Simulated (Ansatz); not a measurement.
A run for Ansatz (a first-principles code): R-CCSD(T)/def2-TZVPP on GeH7NSi (SMILES [SiH3][NH][GeH3]), a point of a torsion scan. The run froze 20 orbitals, filled d shells among them.

Ansatz 0.2 input:
```yaml
crystal:
  periodic: [false, false, false]
  atoms:
    - {symbol: Si, position_ang: [1.55005612, 0.12862883, 0.32082717]}
    - {symbol: N, position_ang: [0.13408917, -0.28791830, -0.58959961]}
    - {symbol: Ge, position_ang: [-1.58965911, 0.02491085, -0.12866554]}
    - {symbol: H, position_ang: [2.67103625, -0.13239951, -0.58304712]}
    - {symbol: H, position_ang: [1.41560765, 1.54219395, 0.67083530]}
    - {symbol: H, position_ang: [1.69043453, -0.66806448, 1.54892700]}
    - {symbol: H, position_ang: [0.26107430, -1.03967261, -1.24930705]}
    - {symbol: H, position_ang: [-1.64170146, 1.38319525, 0.48485670]}
    - {symbol: H, position_ang: [-2.10795068, -0.98147284, 0.86447340]}
    - {symbol: H, position_ang: [-2.40607680, -0.05456082, -1.38173245]}
basis:
  gaussian:
    orbitals: def2-TZVPP
magnetization: {spin_polarized: false}
correlation: {method: ccsd_t, electrons: outside_noble_gas}
scf: {lower_state_search: off}
```

The log:

```
WARN ansatz: RAYON_NUM_THREADS=1 ignored (pool sized by the plan → 1); use --threads N
Functional definition: HF
these checks for a lower state are left out or cut short: stability, starts, cluster_reference, orbital_swaps, neighbouring_geometries, increment
integrals: 1.05 GiB planned
1281 factors; integrals over basis functions are off by at most 8.4e-4 eV
mean field: 0.73 GiB planned
mean field evaluation 1: about -65926.7004 eV, gradient 3.6e1 eV
mean field evaluation 2: about -65926.8546 eV, gradient 3.7e1 eV
mean field evaluation 4: about -65929.9585 eV, gradient 3.5e0 eV
mean field evaluation 8: about -65930.0065 eV, gradient 1.8e-1 eV
mean field -65930.00654168 eV, -2422.8830514434 hartree, gradient 1.4e-6 eV, S^2 0.000000; 0 other end points of the search recorded, 0 dependent functions left out
20 core orbitals not correlated
reference -65930.00654168 eV, -2422.8830514434 hartree; 10, 10 occupied and 189, 189 virtual orbitals, 1281 factors
second order -12.75768523 eV of doubles, -0.00000000 eV of singles
coupled cluster: 1.30 GiB planned
cycle   1  -13.55027072 eV  change   -7.9e-1 eV  update   8.3e-2
cycle   2  -13.98061523 eV  change   -4.3e-1 eV  update   2.5e-2
cycle   3  -14.03648871 eV  change   -5.6e-2 eV  update   9.8e-3
cycle   4  -14.03060450 eV  change    5.9e-3 eV  update   2.5e-3
cycle   5  -14.03075830 eV  change   -1.5e-4 eV  update   9.2e-4
cycle   6  -14.03060413 eV  change    1.5e-4 eV  update   2.4e-4
cycle   7  -14.03054501 eV  change    5.9e-5 eV  update   7.8e-5
cycle   8  -14.03056930 eV  change   -2.4e-5 eV  update   3.5e-5
cycle   9  -14.03056820 eV  change    1.1e-6 eV  update   1.4e-5
perturbative correction -0.46705162 eV, -0.0171638305 hartree
Total energy: -65944.50416150 eV, -2423.4158291448 hartree
Checks for a lower state left out: stability, starts, cluster_reference, orbital_swaps, neighbouring_geometries, increment
```

The calculation finished and met its thresholds.

Cost: very roughly 3 core-minutes.
